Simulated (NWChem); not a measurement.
# C2H6BF; SMILES CB(C)F

Problem. Give the equilibrium geometry at B3LYP/6-31G* (spherical d) (NWChem) as a list of bonds and angles, with the point group.

Solution. point group C1; any orientation.
Bonds (Å): B1–F2 1.343, B1–C3 1.573, B1–C7 1.574, C3–H4 1.102, C3–H5 1.096, C3–H6 1.095, C7–H8 1.096, C7–H9 1.096, C7–H10 1.102. Angles (°): F2–B1–C3 117.8, F2–B1–C7 117.5, C3–B1–C7 124.7, B1–C3–H4 108.5, B1–C3–H5 112.6, B1–C3–H6 113.1, H4–C3–H5 106.0, H4–C3–H6 107.0, H5–C3–H6 109.2, B1–C7–H8 113.1, B1–C7–H9 112.7, B1–C7–H10 108.5, H8–C7–H9 109.2, H8–C7–H10 106.3, H9–C7–H10 106.6.
